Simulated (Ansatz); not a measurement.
All numbers were calculated with Ansatz.

Basis-set series for C$_{2}$H$_{5}$ClSi, SMILES `CC[Si]Cl`. Total charge 0; spin multiplicity 1. Geometry: relaxed with PBE0-D4/def2-TZVP. It is one conformer, not always the lowest.

| functional | basis | functions | energy (Eh) | HOMO (eV) | LUMO (eV) |
| --- | --- | --- | --- | --- | --- |
| PBE0-D4 | def2-SVP | 89 | -828.26198 | -6.49 | -2.31 |
| PBE0-D4 | def2-TZVPP | 216 | -828.60823 | -6.55 | -2.35 |
| ωB97M-V | def2-SVP | 89 | -828.53861 | -8.55 | -0.24 |
| ωB97M-V | def2-TZVPP | 216 | -828.88906 | -8.63 | -0.36 |

**Question.** Give the rows for def2-QZVPP. (Best estimate.)

**Answer.** The calculation gave: 
| functional | basis | functions | energy (Eh) | HOMO (eV) | LUMO (eV) |
| --- | --- | --- | --- | --- | --- |
| PBE0-D4 | def2-QZVPP | 404 | -828.63592 | -6.58 | -2.39 |
| ωB97M-V | def2-QZVPP | 404 | -828.91560 | -8.66 | -0.44 |
